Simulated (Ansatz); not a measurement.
Abridged output of a molecular run in Ansatz:

```
Functional definition: HF
1504 factors; integrals over basis functions are off by at most 1.0e-3 eV
mean field evaluation 1: about -5908.2519 eV, gradient 4.2e1 eV
mean field evaluation 2: about -5908.4732 eV, gradient 4.2e1 eV
mean field evaluation 4: about -5912.8553 eV, gradient 4.0e0 eV
mean field evaluation 8: about -5912.9193 eV, gradient 3.0e-1 eV
mean field -5912.92003481 eV, -217.2958033580 hartree, gradient 6.2e-6 eV, S^2 0.000000; 0 other end points of the search recorded, 0 dependent functions left out
5 core orbitals not correlated: weight in the atoms' cores, before any rotation towards them, 1.000 or more for the frozen orbitals, at most 0.000 for the correlated occupied ones
reference -5912.92003481 eV, -217.2958033580 hartree; 14, 14 occupied and 234, 234 virtual orbitals, 1504 factors
second order -22.75578668 eV of doubles, -0.00000000 eV of singles
cycle   1  -23.18382526 eV  change   -4.3e-1 eV  update   1.0e-1
cycle   2  -23.72319226 eV  change   -5.4e-1 eV  update   3.1e-2
cycle   3  -23.85174169 eV  change   -1.3e-1 eV  update   1.7e-2
cycle   4  -23.84537677 eV  change    6.4e-3 eV  update   4.4e-3
cycle   5  -23.84230218 eV  change    3.1e-3 eV  update   2.2e-3
cycle   6  -23.84281264 eV  change   -5.1e-4 eV  update   7.2e-4
cycle   7  -23.84264436 eV  change    1.7e-4 eV  update   2.9e-4
cycle   8  -23.84254629 eV  change    9.8e-5 eV  update   1.2e-4
cycle   9  -23.84255821 eV  change   -1.2e-5 eV  update   5.4e-5
cycle  10  -23.84255995 eV  change   -1.7e-6 eV  update   2.1e-5
perturbative correction -0.99414595 eV, -0.0365341898 hartree
Total energy: -5937.75674071 eV, -218.2085354651 hartree
```

Its atoms:

```xyz
12

C     0.771   -1.046    1.231
B    -0.196   -1.193    0.006
C    -0.685   -0.053   -0.880
C    -0.309    1.216   -0.667
O    -0.723    2.239   -1.429
H     0.286   -1.456    2.126
H     1.650   -1.683    1.076
H     1.123   -0.041    1.472
H    -0.578   -2.305   -0.249
H    -1.358   -0.224   -1.718
H     0.362    1.482    0.148
H    -0.343    3.063   -1.115
```

Problem. Which basis set was used?
A. def2-TZVPPD
B. def2-TZVPP
C. def2-SVP
D. cc-pV(Q+d)Z

Solution. B. It gives 253 functions.

Problem. Write the keys of the input that set method, charge and spin (a neutral closed shell needs none for the last two).

Solution. 
```yaml
correlation: {method: ccsd_t}
```
